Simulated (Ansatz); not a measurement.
**Four-centre ligand exchange**

Start structure (BSiH6ClO2, closed shell), relaxed at PBE0-D4/def2-TZVP:

```csv
atom,x (Å),y (Å),z (Å)
B1,-0.8331,-0.1948,-0.1363
Si2,1.0201,-1.0355,-0.0614
O3,-0.9688,1.1468,0.0952
O4,-1.9760,-0.8824,-0.4059
H5,0.4665,2.2550,0.4660
Cl6,1.5738,2.8854,0.7099
H7,1.9205,-0.4407,-1.0830
H8,1.6309,-0.8694,1.2830
H9,0.8917,-2.4957,-0.3420
H10,-1.8828,1.4505,0.0373
H11,-1.8427,-1.8192,-0.5626
```

The step: BSiH₅O₂ ([OH][B]([OH])[SiH3]) + HCl → BH₂ClO₂ ([OH][B]([OH])[Cl]) + SiH₄; bonds formed: B1–Cl6, Si2–H5; bonds broken: B1–Si2, H5–Cl6. Computed with Ansatz 0.2.0 (basis: def2-TZVPP and def2-QZVPP); correlated methods freeze the cores. Extrapolation: Hartree–Fock as exp(−7.88 √X), correlation as X^−2.97. Energies below are by CCSD(T) at an estimated basis limit (MP2 extrapolated from triple and quadruple zeta, plus CCSD(T) − MP2 in triple zeta).

(1) What are the electronic barrier and the energy of the step, from the start structure to the end structure? (Judge from chemistry; the value comes from the calculation.)

T1 diagnostic: at most 0.014.

## Answers

(1) By the calculation: Barrier 34.54 kcal/mol; step energy -22.09 kcal/mol (downhill); reverse barrier, their difference, 56.64 kcal/mol. Barrier and step energy count from the start structure, the reverse barrier from the end structure.

The saddle point: One imaginary mode of 812i cm⁻¹.
| pair | start (Å) | saddle (Å) | end (Å) |
| --- | --- | --- | --- |
| B1–Cl6 | 4.00 | 2.39 | 1.77 |
| Si2–H5 | 3.38 | 1.80 | 1.48 |
| B1–Si2 | 2.04 | 2.23 | 4.04 |
| H5–Cl6 | 1.30 | 1.66 | 5.31 |

Zero-point energy (harmonic, PBE0-D4): ZPE is 42.46 kcal/mol at the start and 41.12 kcal/mol at the saddle, so the barrier goes from 34.54 to 33.20 kcal/mol.

Labels in which every atom is bracketed show which atoms are joined, not bond orders.

For scale, one of the runs: CCSD(T)/def2-TZVPP, 261 basis functions, launched by `ansatz run in.yaml --threads 8 --pin off --events-out ev --progress --plain --max-ram 19148MiB`. Hardware: 8 CPU threads of an Intel Xeon Platinum 8488C, shared host. Wall time 73 s; peak host memory 6.2 GiB.
